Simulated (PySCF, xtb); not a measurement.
Potential energy curve for MgO, singlet.

Methods: RHF/3-21G = restricted Hartree-Fock/3-21G (PySCF 2.14.0); UMP2/3-21G = PySCF 2.14.0 with unrestricted MP2 (frozen core)/3-21G; RKS-BP86/6-31G* = PySCF with restricted BP86/6-31G*, spherical d; UHF/3-21G = unrestricted Hartree-Fock/3-21G in PySCF; GFN1-xTB (xtb).

Energies are in mEh, each relative to the lowest point of its own curve near equilibrium.

```
R / Å  RHF/3-21G  UMP2/3-21G  RKS-BP86/6-31G*  UHF/3-21G  GFN1-xTB
-----  ---------  ----------  ---------------  ---------  --------
1.38       122.1       145.0            118.7      143.4      68.3
1.48        53.0        76.9             51.8       76.5      21.0
1.56        22.9        45.4             22.1       46.3       5.0
1.63         8.6        30.2              7.8       26.7       0.3
1.65         6.1        24.7              5.3       21.5       0.0
1.73         0.7         9.3              0.0        7.3       2.3
1.78         0.0         3.8              0.0        2.6       5.7
1.86         1.5         0.0              3.6        0.0      13.1
1.92         3.9         0.2              8.4        1.0      19.6
2.04        10.0         5.8             21.5        8.3      34.0
2.15        15.9        14.9             35.6       18.9      47.7
2.37        26.3        38.4             64.6       45.1      74.4
2.61        34.8        77.5             93.1       65.5     100.6
2.85        40.3        89.3            116.2       70.5     122.4
3.11        43.8        92.7            135.2       71.9         —
3.48        46.1        92.7            153.6       72.3         —
3.86        47.2        91.9            165.0       71.2         —
4.19        47.8        91.9            171.2       71.1         —
4.70        48.2        92.7            177.0       71.5         —
5.22        48.4        93.4            180.1       72.1         —
6.05        48.5        94.0            182.6       72.5         —
6.88        48.5        94.1            183.8       72.6         —
```

At the longest distance, 6.88 Å, RKS-BP86/6-31G* lies highest above its minimum (183.8 mEh) and RHF/3-21G lowest (48.5 mEh).

A dash means that the run gave no value there, or that the column was ended at a point which the program doubted or which failed a test of continuity chosen for this set; such a test can also cut sound points.

The restricted form behind RHF/3-21G, RKS-BP86/6-31G* keeps the bonding electrons paired and can't separate into open-shell fragments. The unrestricted determinant behind UMP2/3-21G, UHF/3-21G is spin-contaminated at 1.38 to 6.88 Å (<S²> up to 1.2, against 0.00 for a pure singlet).
